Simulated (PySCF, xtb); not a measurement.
1,1-difluorobuta-1,2-diene (C₄H₄F₂), SMILES C(=CC)=C(F)F.

GFN2-xTB run with xtb at its own geometry gives an orbital gap of 4.58 eV and a dipole moment of 3.96 D.

Coordinates come from a PBE0-D3(BJ)/def2-SVP optimisation.

### Question
What does PBE/def2-TZVP (PySCF) give? (The exact figures need the calculation; the answer reports its results.)

### Answer
gap 4.29 eV (levels -5.93 and -1.64 eV), dipole 2.24 D.
